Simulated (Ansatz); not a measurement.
One geometry of Ir(PH3)2H5 (P2IrH11), several levels of theory.

```yaml
crystal:
  periodic: [false, false, false]
  atoms:
    - {symbol: Ir, position_ang: [0.001272, 0.000041, -0.000001]}
    - {symbol: P, position_ang: [-0.004217, -0.012774, 2.295420]}
    - {symbol: H, position_ang: [0.820191, -0.950915, 2.991227]}
    - {symbol: H, position_ang: [-1.228582, -0.265204, 2.989007]}
    - {symbol: H, position_ang: [0.389294, 1.165473, 3.003375]}
    - {symbol: P, position_ang: [0.003107, 0.012759, -2.295441]}
    - {symbol: H, position_ang: [-0.875246, 0.901161, -2.990717]}
    - {symbol: H, position_ang: [-0.323733, -1.187355, -3.000170]}
    - {symbol: H, position_ang: [1.208860, 0.335206, -2.992833]}
    - {symbol: H, position_ang: [1.653464, -0.004583, 0.019071]}
    - {symbol: H, position_ang: [0.518315, 1.569169, -0.011767]}
    - {symbol: H, position_ang: [-1.331555, 0.976143, 0.021719]}
    - {symbol: H, position_ang: [-1.338910, -0.966720, -0.015598]}
    - {symbol: H, position_ang: [0.507719, -1.572400, -0.013281]}
basis:
  gaussian: {orbitals: def2-TZVP, initial_orbitals: start.molden}
magnetization: {spin_polarized: true, initial_magnetization: 0}
hamiltonian: {xc: pbe0, dispersion: d4}
output: {orbitals: {seedname: orbitals}}
```

The file start.molden holds the orbitals of an earlier run on this structure, at another level or in another basis.

```sh
$ ansatz run in.yaml --threads 2 --pin off --events-out ev --progress --plain --max-ram 4352MiB
```

Output, abridged:

```
Functional definition: PBE0
1459 factors; their error is unknown
mean field evaluation 1: about -21588.8194 eV, gradient 8.2e1 eV
mean field evaluation 2: about -21590.8375 eV, gradient 2.7e0 eV
mean field evaluation 4: about -21590.9176 eV, gradient 8.0e-2 eV
mean field evaluation 8: about -21590.9177 eV, gradient 1.8e-5 eV
mean field evaluation 16: about -21590.9176 eV, gradient 7.0e-2 eV
mean field -21590.91766198 eV, -793.4515892283 hartree, gradient 1.8e-5 eV, S^2 0.000000; 1 other end points of the search recorded, 0 dependent functions left out
reference -21590.91770341 eV, -793.4515907506 hartree; 29, 29 occupied and 151, 151 virtual orbitals, 1459 factors
Total energy: -21591.24670886 eV, -793.4636814781 hartree
```

It took 14 s on 2 threads of Arm Neoverse V1 on a shared host, peak host memory 0.62 GiB.

As the first input, with `hamiltonian: {xc: r2scan, dispersion: d4}`, `scf: {omitted_lower_state_checks: [starts]}` (abridged; 13 s):

```
Functional definition: r2SCAN
mean field -21598.56719876 eV, -793.7327045198 hartree, gradient 1.0e-5 eV, S^2 0.000000
Total energy: -21598.66067877 eV, -793.7361398467 hartree
Checks for a lower state left out: starts
```

As the first input, with `hamiltonian: {xc: pbe, dispersion: d4}`, `scf: {omitted_lower_state_checks: [starts]}` (abridged; 6 s):

```
Functional definition: PBE
mean field -21590.69506300 eV, -793.4434088666 hartree, gradient 5.7e-6 eV, S^2 0.000000
Total energy: -21591.08204492 eV, -793.4576301899 hartree
Checks for a lower state left out: starts
```

Geometry: PBE-D4/def2-SVP, that of the neutral singlet.

In the def2 sets Ir takes a core potential; there is no spin–orbit coupling.
